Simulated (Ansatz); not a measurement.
Gas-phase electronic energies from Ansatz, PBE0-D4/def2-TZVP geometries. CBS: MP2 limit from def2 TZ/QZ plus the TZ coupled-cluster correction, frozen cores. This one scheme is used for every species. Each species was taken in one conformer, which may not be the lowest.

Reaction (cleavage of the Si–Si bond): `CO[SiH2][SiH3]` + HCl → `CO[SiH2]Cl` + SiH₄

```tsv
species	CCSD(T)/CBS(def2) energy (Eh)
`CO[SiH2][SiH3]`	-696.20864
HCl	-460.38127
`CO[SiH2]Cl`	-865.17164
SiH₄	-291.46306
```

(1) Work out ΔE.

(2) What do rigid-rotor, harmonic-oscillator terms from PBE0-D4/def2-TZVP frequencies (298.15 K, 1 bar) make of the CCSD(T)/CBS value? (Best estimate.)

Largest T1 diagnostic among the species: 0.012.

Answers

(1) ΔE = (-865.17164) + (-291.46306) − (-696.20864) − (-460.38127) = -0.04479 Eh = -28.1 kcal/mol.

(2) The calculation gave: ΔZPE = +1.2 kcal/mol, ΔH = -27.6 kcal/mol, ΔS = -14 J/(mol·K), ΔG = -26.6 kcal/mol.

In def2-TZVPP, CCSD(T) changes the Hartree–Fock value by +4.5 kcal/mol (the triples alone add +0.3 kcal/mol) and MP2 by +2.0 kcal/mol. From BLYP to BHLYP (50 % exact exchange), in def2-TZVPP and without D4, ΔE moves by −2.6 kcal/mol.
